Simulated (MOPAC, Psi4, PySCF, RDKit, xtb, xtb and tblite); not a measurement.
Two geometries of SMILES Cc1ccc(B(O)O)cc1, relaxed at GFN2-xTB with one dihedral held; other torsions can differ between them too.

Structure A

```
19

C     -3.1727     0.0393    -0.3786
C     -1.6795     0.0127    -0.2576
C     -0.9012     1.0632    -0.7249
C      0.4749     1.0347    -0.5962
C      1.1283    -0.0409     0.0062
B      2.6988    -0.0828     0.1630
O      3.5371     0.8219    -0.4409
O      3.2529    -1.1047     0.8483
C      0.3343    -1.0885     0.4765
C     -1.0397    -1.0645     0.3463
H     -3.6216     0.2580     0.5907
H     -3.4943     0.8023    -1.0835
H     -3.5492    -0.9273    -0.7085
H     -1.3785     1.9123    -1.1951
H      1.0542     1.8720    -0.9634
H      3.2782     1.1269    -1.3063
H      4.2095    -1.0694     0.8931
H      0.8203    -1.9289     0.9483
H     -1.6307    -1.8904     0.7174
```

Structure B

```
19

C     -3.1760     0.0491    -0.3666
C     -1.6821     0.0107    -0.2555
C     -0.8965     1.0439    -0.7492
C      0.4797     1.0030    -0.6300
C      1.1247    -0.0683    -0.0107
B      2.6938    -0.1106     0.1260
O      3.5080     0.8624    -0.4335
O      3.2513    -1.1260     0.8159
C      0.3243    -1.0997     0.4854
C     -1.0501    -1.0625     0.3642
H     -3.6178     0.2550     0.6086
H     -3.4967     0.8248    -1.0578
H     -3.5606    -0.9099    -0.7094
H     -1.3690     1.8882    -1.2325
H      1.0753     1.8186    -1.0154
H      3.7091     0.8068    -1.3604
H      4.2061    -1.0880     0.8934
H      0.8039    -1.9369     0.9697
H     -1.6480    -1.8745     0.7549
```

Which is lower in energy at the level Psi4 1.11 with B3LYP-D3(BJ)/def2-SVP // GFN2-xTB, and by how much?

A is lower, by 5.04 kcal/mol (dihedral O8–B6–O7–H16: 140° in A, 100° in B).

E(B) − E(A) in kcal/mol at the other levels, on the same two geometries: GFN2-xTB (xtb and tblite) 5.58; B3LYP/def2-SVP // GFN2-xTB (Psi4) 4.95; PBE/def2-SVP // GFN2-xTB (Psi4) 5.13; PBE-D3(BJ)/def2-SVP // GFN2-xTB (Psi4) 5.19; UFF // GFN2-xTB (RDKit) -6.30; AM1, restricted, heats of formation // GFN2-xTB (MOPAC) 6.36; PM7, restricted, heats of formation // GFN2-xTB (MOPAC) 2.73; GFN1-xTB // GFN2-xTB (xtb) 3.80; restricted B3LYP/6-31G*, spherical d, density fitting // GFN2-xTB (PySCF) 5.22; restricted B3LYP/6-311+G**, spherical d, density fitting // GFN2-xTB (PySCF) 4.77; restricted MP2 (frozen core)/6-31G*, spherical d // GFN2-xTB (PySCF) 5.58.
